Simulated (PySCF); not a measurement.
## Silver: a sound run and one with changed settings

Sound run: Ag [Kr] 4d10 5s1, Ag⁺ [Kr] 4d10. All numbers are calculated (PySCF 2.14, scalar relativity through the core potential, in def2-TZVP with the def2 core potential (28 electrons) (6s4p3d1f, 40 functions)). The sound run starts from symmetry-adapted Hartree-Fock orbitals and uses a fine grid where one is needed.

Changed run: 6 angular points. This setting is unsound on purpose.

```csv
species,method,sound run (hartree),changed run (hartree),converged
Ag,UHF,-146.11696,-146.11696,yes
Ag,M06-2X,-146.90061,-147.37896,yes
Ag,TPSS,-146.91239,-152.98696,yes
Ag⁺,UHF,-145.88329,-145.88329,yes
Ag⁺,M06-2X,-146.62696,-147.09257,yes
Ag⁺,TPSS,-146.62721,-152.64461,yes
```

Ionisation energy of Ag:

```json
{"method": "UHF", "sound run (eV)": "6.359", "changed run (eV)": "6.359"}
{"method": "M06-2X", "sound run (eV)": "7.446", "changed run (eV)": "7.793"}
```

A coarse angular grid integrates products of high-l functions wrongly, so density functionals can shift, and the SCF can exploit the error; Hartree-Fock and MP2 need no grid.

For comparison, NIST gives 7.576 eV between the lowest levels.
